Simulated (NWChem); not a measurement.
Program: NWChem. System: FOS, charge 0, spin multiplicity 2, at a geometry optimised with UPBE0/def2-SVP. The structure started from a generated list of species. Its SCF solution wasn't tested for a lower state. Level: URI-MP2/cc-pVTZ, 7 core orbitals frozen.

Input file:

```
start mol
memory heap 200 mb stack 900 mb global 1100 mb
geometry units angstroms nocenter noautoz
  O      0.485613    -1.233872     0.000000
  S     -0.460985    -0.106410     0.000000
  F      0.387872     1.285949     0.000000
  symmetry group Cs
end
basis spherical
  * library cc-pvtz
end
basis "ri-mp2 basis" spherical
  * library cc-pvtz-ri
end
scf
  uhf
  nopen 1
  maxiter 100
  thresh 1e-7
  semidirect memsize 60000000 filesize 0
  # guess.movecs holds the orbitals of an unrestricted PBE0 run
  vectors input guess.movecs output mol.movecs
end
mp2
  freeze core 7
end
task rimp2 energy
```

Part of the output:

```
             Northwest Computational Chemistry Package (NWChem) 7.3.0
             --------------------------------------------------------

                                NWChem Input Module
                                -------------------

 Scaling coordinates for geometry "geometry" by  1.889725989
 (inverse scale =  0.529177249)

 Turning off AUTOSYM since
 SYMMETRY directive was detected!

                             Geometry "geometry" -> ""
                             -------------------------

 Output coordinates in angstroms (scale by  1.889725989 to convert to a.u.)

  No.       Tag          Charge          X              Y              Z
 ---- ---------------- ---------- -------------- -------------- --------------
    1 O                    8.0000     0.48561300    -1.23387200     0.00000000
    2 S                   16.0000    -0.46098500    -0.10641000     0.00000000
    3 F                    9.0000     0.38787200     1.28594900     0.00000000

 Effective nuclear repulsion energy (a.u.)     107.8488516406

            Nuclear Dipole moment (a.u.)
            ----------------------------
        X                 Y               Z
 ---------------- ---------------- ----------------
    -0.0000151178     0.0000094486     0.0000000000

      Symmetry information
      --------------------

 Group name             Cs
 Group number              2
 Group order               2
 No. of unique centers     3

      Symmetry unique atoms

     1    2    3


 Summary of "ao basis" -> "" (spherical)
 ------------------------------------------------------------------------------
       Tag                 Description            Shells   Functions and Types
 ---------------- ------------------------------  ------  ---------------------
 *                          cc-pvtz                   on all atoms

 Summary of "ri-mp2 basis" -> "" (spherical)
 ------------------------------------------------------------------------------
       Tag                 Description            Shells   Functions and Types
 ---------------- ------------------------------  ------  ---------------------
[...]
 RI-MP2 Calculation Information:
          Nr. of AO basis functions:         94
     Nr. of fitting basis functions:        284
               Nr. of MO spin cases:          2
        Nr. of MOs to be correlated:         87         87
     Nr. of occupied MOs correlated:         10          9
      Nr. of virtual MOs correlated:         77         78

          RI integral approximation: 'V'
    Threshold for Schwarz screening:  1.000E-09
 Smallest eigenvalue retained in fit  1.000E-08
    Type of storage for MO integrals 'EAF library'

 Transformation block size   10, requiring     1 integral passes.
 XForm_3cInts: Completed     1:   10 pass.
 Transformation block size    9, requiring     1 integral passes.
 XForm_3cInts: Completed     1:    9 pass.
 Energy evaluation using block sizes    10   10
 RIMP2_V_E2: Approx. ints. done (    1:   10,    1:   10)
 RIMP2_V_E2: Copy to B done (    1:   10,    1:   10)
 RIMP2_V_E2: Denominators done (    1:   10,    1:   10)
 RIMP2_V_E2: Completed block (    1:   10,    1:   10)
 RIMP2_V_E2: Approx. ints. done (    1:   10,    1:    9)
 RIMP2_V_E2: Copy to B done (    1:   10,    1:    9)
 RIMP2_V_E2: Denominators done (    1:   10,    1:    9)
 RIMP2_V_E2: Completed block (    1:   10,    1:    9)
 RIMP2_V_E2: Approx. ints. done (    1:    9,    1:    9)
 RIMP2_V_E2: Copy to B done (    1:    9,    1:    9)
 RIMP2_V_E2: Denominators done (    1:    9,    1:    9)
 RIMP2_V_E2: Completed block (    1:    9,    1:    9)

          -------------------------------------------
          SCF energy                -571.866605113068
          Correlation energy          -0.650152617536
          Total MP2 energy          -572.516757730603
          -------------------------------------------

 -----------------------
 Performance information
 -----------------------

 Timer overhead =  9.72D-08 seconds/call

               Nr. of calls         CPU time (s)                 Wall time (s)                GFlops
             ---------------    -------------------     ------------------------------   -------------------
Name         Min   Avg   Max    Min     Avg     Max     Min     Avg     Max   Mx/calls   Min     Max     Sum
Overall       1     1     1    4.1     4.1     4.1      4.1     4.1     4.1     4.1      0.0     0.0     0.0
3c integr     2     2     2   0.77    0.77    0.77     0.77    0.77    0.77    0.38      0.0     0.0     0.0
Energy        1     1     1   0.14    0.14    0.14     0.14    0.14    0.14    0.14      0.0     0.0     0.0
3c integr     2     2     2   0.75    0.75    0.75     0.75    0.75    0.75    0.37      0.0     0.0     0.0
First 2/3     6     6     6   8.47E-3 8.47E-3 8.47E-3  8.47E-3 8.47E-3 8.47E-3 1.41E-3   0.0     0.0     0.0
Final 1/3     2     2     2   8.02E-3 8.02E-3 8.02E-3  8.02E-3 8.02E-3 8.02E-3 4.01E-3   0.0     0.0     0.0
Write 3c      2     2     2   9.37E-4 9.37E-4 9.37E-4  9.36E-4 9.36E-4 9.36E-4 4.68E-4   0.0     0.0     0.0
Read 3c i     3     3     3   1.07E-3 1.07E-3 1.07E-3  1.07E-3 1.07E-3 1.07E-3 3.58E-4   0.0     0.0     0.0
Fitting b     1     1     1   3.80E-2 3.80E-2 3.80E-2  3.80E-2 3.80E-2 3.80E-2 3.80E-2   0.0     0.0     0.0
Schwarz i     1     1     1   1.82E-2 1.82E-2 1.82E-2  1.82E-2 1.82E-2 1.82E-2 1.82E-2   0.0     0.0     0.0
Form 4ci      3     3     3   2.65E-2 2.65E-2 2.65E-2  2.65E-2 2.65E-2 2.65E-2 8.84E-3   0.0     0.0     0.0
Form A &      3     3     3   0.10    0.10    0.10     0.10    0.10    0.10    3.37E-2   0.0     0.0     0.0
Denominat     3     3     3   9.16E-4 9.16E-4 9.16E-4  9.17E-4 9.17E-4 9.17E-4 3.06E-4   0.0     0.0     0.0
Pair Ener     3     3     3   3.88E-3 3.88E-3 3.88E-3  3.88E-3 3.88E-3 3.88E-3 1.29E-3   0.0     0.0     0.0

 The average no. of pstat calls per process was 3.30D+01
 with a timing overhead of 3.21D-06s

 Task  times  cpu:        4.1s     wall:        4.1s

 Total times  cpu:        4.1s     wall:        4.1s
```
